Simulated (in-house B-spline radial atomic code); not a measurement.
Radial electron density of P4+, [Ne] 3s1. Computed with a radial B-spline atomic code at the basis-set limit: non-relativistic BHandHLYP, spin-polarised, spherical fractional occupations, exact exchange averaged over the configuration, point nucleus.

Columns: r (bohr), 4πr²n(r) (electrons per bohr), bar.

```
 0.00387   0.3666 #
 0.00462   0.5108 #
 0.00552   0.7098 ##
 0.00659   0.9797 ###
 0.00787    1.345 ###
  0.0094    1.832 #####
  0.0112    2.465 ######
  0.0134    3.303 #########
   0.016    4.356 ###########
  0.0191    5.659 ###############
  0.0228     7.22 ###################
  0.0273    9.053 #######################
  0.0326    11.03 #############################
  0.0389    13.03 ##################################
  0.0464    14.86 ######################################
  0.0555    16.29 ##########################################
  0.0662    17.01 ############################################
  0.0791    16.85 ############################################
  0.0945    15.78 #########################################
   0.113    14.05 ####################################
   0.135    12.22 ################################
   0.161    10.97 ############################
   0.192    10.83 ############################
   0.229    11.92 ###############################
   0.274    13.79 ####################################
   0.327    15.42 ########################################
   0.391    15.79 #########################################
   0.467    14.33 #####################################
   0.557    11.35 #############################
   0.666    7.666 ####################
   0.795     4.46 ############
   0.949    2.358 ######
    1.13    1.366 ####
    1.35   0.9976 ###
    1.62   0.7832 ##
    1.93    0.527 #
    2.31   0.2633 #
    2.75  0.09576 
    3.29   0.0226 
    3.93 0.003372 
    4.69 0.0002944 
     5.6 1.338e-05
```

On this grid the curve has 2 maxima, near 0.0662, 0.391 bohr.

The 2p up radial function P(r) = rR(r), positive near the nucleus:

```
r (bohr)         P
 0.00387  0.001556
 0.00552  0.003127
 0.00787  0.006246
  0.0112   0.01234
   0.016   0.02431
  0.0228   0.04695
  0.0326   0.08937
  0.0464     0.164
  0.0662    0.2903
  0.0945    0.4869
   0.135    0.7591
   0.192     1.067
   0.274     1.321
   0.391     1.378
   0.557     1.153
   0.795    0.7218
    1.13    0.3103
    1.62   0.07613
    2.31  0.009032
```
